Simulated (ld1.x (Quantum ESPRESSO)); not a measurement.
# What one change does to a pseudopotential (chromium (Cr), TM)

- Element: Cr
- Generator: ld1.x (Quantum ESPRESSO) 7.5
- Type: norm-conserving Troullier–Martins (Kleinman–Bylander form)
- Functional: LDA (PZ)
- Relativity: scalar-relativistic
- Frozen core: [Ar]
- Valence charge: 6
- Reference configuration: 3d5 4s0 4p0 (charge +1)
- Partial waves: 4s (bound, empty): rc 2.40 bohr; 4p (bound, empty): rc 3.45 bohr; 3d (bound): rc 1.75 bohr; 4f channel at 0.2 Ry: rc 3.60 bohr
- Local potential: all-electron potential smoothed inside 2.65 bohr (lloc = -1)
- Core correction: Bessel-smoothed model core inside 1.60 bohr

Change: core correction Bessel-smoothed model core inside 1.82 bohr.

Cutoffs: the cutoffs (Ry, on a coarse ladder) from which the occupation-weighted sum of valence levels, in a spherical-Bessel basis at the reference potential, stays within 10 and 1 mRy of its value at 400 Ry; they do not see the model core or the augmentation charge, which bear on the density cutoff. Errors are all-electron minus pseudo energies relative to the spin-unpolarised reference configuration.

Q: How do hardness, ghosts and transferability respond?

A: The potential gets neither clearly harder nor softer (80 Ry and 90 Ry → 80 Ry and 90 Ry); of the 9 tests that both files solve, the error grows in 2 and shrinks in 0 by more than 15 % and 0.3 meV (median size 243.2 → 233.9 meV); neither file shows a bound ghost. A wider model core is smoother and lowers the density cutoff, which this test does not measure.

| quantity | base | changed |
| --- | --- | --- |
| cutoff, loose | 80 Ry | 80 Ry |
| cutoff, tight | 90 Ry | 90 Ry |
| bound ghosts | none | none |
| error for 3d5 4s1 4p0, meV [ΔE -7.14 eV] | -14 | -13 |
| error for 3d4 4s0 4p0, meV [ΔE 16.34 eV] | -191 | -185 |
| error for 3d3 4s0 4p0, meV [ΔE 47.37 eV] | -1108 | -1059 |
| error for 3d4 4s1 4p1, meV [ΔE -3.53 eV] | -243 | -234 |
| error for 3d4 4s2 4p0, meV [ΔE -7.20 eV] | -245 | -234 |
| error for 3d5 4s0 4p1, meV [ΔE -3.94 eV] | -5.0 | -4.8 |
| error for 3d5.5 4s0.5 4p0, meV [ΔE -6.42 eV] | -5.7 | -5.6 |
| error for 3d5 4s0 4p0 (spin-polarised), meV [ΔE -4.46 eV] | +665 | +1362 |
| error for 3d5 4s1 4p0 (spin-polarised), meV [ΔE -12.06 eV] | +623 | +1290 |
| s: phases at 3.92 bohr within 0.05 rad from the reference energy up to (Ry; the scan ends near 5) | 0.4 | 0.4 |
| p: phases at 3.92 bohr within 0.05 rad from the reference energy up to (Ry; the scan ends near 5) | 0.8 | 0.8 |
| d: phases at 3.92 bohr within 0.05 rad from the reference energy up to (Ry; the scan ends near 5) | 0.0 | 0.0 |
| f: phases at 3.92 bohr within 0.05 rad from the reference energy up to (Ry; the scan ends near 5) | 2.6 | 2.6 |
